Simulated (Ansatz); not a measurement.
Reaction (ligand exchange at the Si–N bond): `[SiH3]N[SiH2]S` + `C[SeH]` → `C[Se][SiH2]S` + `N[SiH3]`

Calculated with Ansatz (gas phase, PBE0-D4/def2-TZVP geometries, no zero-point term in ΔE). CCSD(T)/CBS adds triple-zeta CCSD(T) − MP2 to the extrapolated MP2 energy (def2 sets, frozen cores). This one scheme is used for every species. DFT in def2-TZVPP. For Se outer-core shells are correlated without core-valence functions, which leaves a few kJ/mol of doubt a bond. Scalar relativity is left out up to krypton. Each species was taken in one conformer, which may not be the lowest.

`[SiH3]N[SiH2]S`:

Cartesian coordinates in Å:
```
Si -0.300 -1.587 -0.780
N -0.707 -0.038 -0.130
Si 0.293 1.344 0.070
S 0.484 1.976 2.103
H 1.151 -1.570 -1.087
H -0.593 -2.672 0.196
H -1.062 -1.888 -2.023
H -1.651 0.059 0.221
H -0.270 2.556 -0.577
H 1.606 0.988 -0.517
H 1.049 0.832 2.523
```

`C[SeH]`:

Z-matrix (Å, degrees):
```
C
Se 1 1.949
H 1 1.088 2 110.6
H 1 1.087 2 110.6 3 -123.3
H 1 1.089 2 106.0 3 118.4
H 2 1.468 1 95.4 3 61.7
```

`C[Se][SiH2]S`:

Z-matrix (Å, degrees):
```
C
Se 1 1.957
H 1 1.088 2 109.7
H 1 1.088 2 106.5 3 -118.9
H 1 1.088 2 110.1 3 122.1
Si 2 2.261 1 97.0 3 -52.5
S 6 2.138 2 113.4 1 56.8
H 6 1.484 2 112.4 1 -59.3
H 6 1.483 2 105.0 1 -179.9
H 7 1.344 6 94.4 2 57.6
```

`N[SiH3]`:

Z-matrix (Å, degrees):
```
Si
N 1 1.720
H 1 1.486 2 107.9
H 1 1.494 2 116.0 3 -120.3
H 1 1.486 2 107.9 3 119.4
H 2 1.007 1 119.6 3 -168.6
H 2 1.007 1 119.6 3 49.2
```

CCSD(T)/CBS gives -0.03 eV.

Task: Another level gave -0.07 eV. Which?
A. PBE0/def2-TZVPP
B. MP2/def2-TZVPP
C. CCSD(T)/def2-TZVPP
D. PBE-D4/def2-TZVPP

Result: A. PBE0 -0.07, PBE-D4 -0.12, CCSD(T)/def2-TZVPP 0.03, MP2/def2-TZVPP -0.02 eV.

Largest T1 diagnostic among the species: 0.011.

In def2-TZVPP, CCSD(T) changes the Hartree–Fock value by −0.09 eV (the triples alone add −0.02 eV) and MP2 by −0.14 eV.
